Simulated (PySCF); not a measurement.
Methyl furan-3-carboxylate, C6H6O3.
Atom-mapped SMILES: `[CH3:1][O:2][C:3](=[O:4])[c:5]1[cH:6][cH:7][o:8][cH:9]1` (hydrogens: H10, H11, H12 on C1; H13 on C6; H14 on C7; H15 on C9)

Geometry (PBE0-D3(BJ)/def2-SVP, Å), atoms numbered from 1 in this order:
```xyz
15
C6H6O3 angstrom
C     -2.6599   -0.0509   -0.1204
O     -1.2653    0.1877   -0.1528
C     -0.4949   -0.8258    0.2649
O     -0.9361   -1.8805    0.6484
C      0.9323   -0.4860    0.1944
C      1.5631    0.7289   -0.2341
C      2.8986    0.5137   -0.1014
O      3.1304   -0.7345    0.3731
C      1.9476   -1.3325    0.5500
H     -3.1386    0.8690   -0.4757
H     -2.9950   -0.2852    0.9009
H     -2.9291   -0.8958   -0.7719
H      1.0682    1.6288   -0.5891
H      3.7782    1.1222   -0.2937
H      1.9496   -2.3507    0.9296
```

Computed with PBE0-D3(BJ)/def2-SVP geometry optimisation, gas phase (PySCF).

Masses are those of the commonest isotopes; rigid-rotor values at the optimised geometry. The values belong to one conformer with, in the numbering `[CH3:1][O:2][C:3](=[O:4])[c:5]1[cH:6][cH:7][o:8][cH:9]1`, C1–O2–C3–O4 0°, O2–C3–C5–C6 0°.

(1) Give the principal moments of inertia and the rotational constants in cm⁻¹.

(2) Classify the top.

(3) What does the inertial defect say?

(4) List the rotational levels J(Ka,Kc) to J = 5 (MHz).

(5) Which lines would a microwave search look for?

(6) Estimate the classical rotational partition function at 25 K, 200 K and 500 K.

## Answers

(1) Ia = 107.51, Ib = 488.76, Ic = 593.06 u·Å²; 505379 MHz·u·Å²/I gives 4701, 1034 and 852.2 MHz, that is A = 0.15681, B = 0.03449, C = 0.02842 cm⁻¹.

(2) A near-prolate asymmetric top: κ = (2 × 1034 − 4701 − 852.2)/(4701 − 852.2) = -0.91.

(3) Not planar: Δ = Ic − Ia − Ib = -3.20 u·Å². For a rigid frame Δ = −2 Σ m c², so Σ m c² = 1.60 u·Å² lies off the ab plane, practically all of it from hydrogen. The atom farthest from that plane is 0.90 Å away.

(4) Above 0(0,0):
J = 1: 1(0,1) 1886, 1(1,1) 5553, 1(1,0) 5735
J = 2: 2(0,2) 5652, 2(1,2) 9144, 2(1,1) 9689, 2(2,1) 20690, 2(2,0) 20697
J = 3: 3(0,3) 11284, 3(1,3) 14525, 3(1,2) 15616, 3(2,2) 26349, 3(2,1) 26381, 3(3,1) 45142, 3(3,0) 45142
J = 4: 4(0,4) 18763, 4(1,4) 21693, 4(1,3) 23511, 4(2,3) 33888, 4(2,2) 33986, 4(3,2) 52699, 4(3,1) 52701, 4(4,1) 78993, 4(4,0) 78993
J = 5: 5(0,5) 28065, 5(1,5) 30642, 5(1,4) 33366, 5(2,4) 43304, 5(2,3) 43532, 5(3,3) 62151, 5(3,2) 62156, 5(4,2) 88439, 5(4,1) 88439, 5(5,1) 122246, 5(5,0) 122246
The levels of one J sum to (2J + 1)J(J + 1)(A + B + C)/3.

(5) The dipole components are |μa| = 0.15 D, |μb| = 1.96 D, |μc| = 0.00 D; the mirror of this Cs structure is the ab plane, so μc vanishes by symmetry (the 0.01 D computed is a residue) and there are no c-type lines. Intensities carry the squares of the components, which stand as 0.01 : 1.00 (a : b). Some lines, for components of 0.1 D or more:

```
type  branch         J(Ka,Kc)    MHz  lower level (cm⁻¹)
   a       Q  2(1,1) ← 2(1,2)    546               0.305
   a       Q  3(1,2) ← 3(1,3)   1091               0.485
   a       R  1(0,1) ← 0(0,0)   1886               0.000
   b       R  3(0,3) ← 2(1,2)   2140               0.305
   a       R  2(1,2) ← 1(1,1)   3590               0.185
   a       R  2(0,2) ← 1(0,1)   3766               0.063
   b       Q  1(1,0) ← 1(0,1)   3849               0.063
   b       Q  2(1,1) ← 2(0,2)   4037               0.189
   b       Q  3(1,2) ← 3(0,3)   4332               0.376
   a       R  3(0,3) ← 2(0,2)   5632               0.189
   a       R  3(2,2) ← 2(2,1)   5658               0.690
   a       R  3(2,1) ← 2(2,0)   5685               0.690
   b       R  2(1,2) ← 1(0,1)   7257               0.063
   b       Q  3(2,1) ← 3(1,2)  10765               0.521
   b       Q  2(2,0) ← 2(1,1)  11008               0.323
   b       Q  2(2,1) ← 2(1,2)  11546               0.305
   b       Q  3(2,2) ← 3(1,3)  11823               0.485
   b       R  2(2,1) ← 1(1,0)  14955               0.191
   b       R  2(2,0) ← 1(1,1)  15144               0.185
   b       R  3(2,2) ← 2(1,1)  16659               0.323
   b       R  3(2,1) ← 2(1,2)  17238               0.305
   b       Q  3(3,0) ← 3(2,1)  18761               0.880
   b       R  3(3,1) ← 2(2,0)  24445               0.690
   b       R  3(3,0) ← 2(2,1)  24452               0.690
```

(6) Point group Cs, symmetry number σ = 1; q = (√π/σ)·√((kT/h)³/(ABC)), k/h = 20836.6 MHz/K: 10400 at 25 K, 234000 at 200 K, 926000 at 500 K.

No PBE0-D3(BJ)/def2-SVP frequencies stand behind this structure, so it isn't proved a minimum. Constants of a rigid frame at the computed geometry: no zero-point averaging, no centrifugal distortion. A rigid rotor knows nothing of internal rotation, which can split or shift real lines.

The run took 49 s wall on one thread of an Arm Neoverse V2, on a shared host, and the process peaked at 0.75 GiB of memory. These figures are those of the optimisation.
